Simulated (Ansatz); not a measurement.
Basis-set extrapolation for C₅H₈O₂, SMILES `CC1(C)COC1=O` (PBE0-D4/def2-TZVP geometry, frozen core, the Gaussian-basis code of Ansatz). Multiplicity 1, RHF reference.

```
                      def2-TZVPP   def2-QZVPP
                 HF  -343.852285  -343.867648
    MP2 correlation    -1.296471    -1.385689
CCSD(T) correlation    -1.390469      not run
```

Energies in hartree. Use E(X) = E(∞) + A·exp(−7.88·√X) for Hartree–Fock and E(X) = E(∞) + B·X^(−2.97) for correlation, with X = 3 and 4, and add CCSD(T) minus MP2 of the smaller set to the MP2 limit.

Task: What is the CCSD(T) energy at the basis-set limit?

Result: HF limit: -343.867648 + (-0.015363) × 0.13774 = -343.86976. MP2 limit: -1.385689 + (-0.089218) × 0.74074 = -1.45178. Higher-order term: -1.390469 − (-1.296471) = -0.09400. Total: -345.41554 hartree, 453.6 kJ/mol below CCSD(T)/def2-TZVPP.
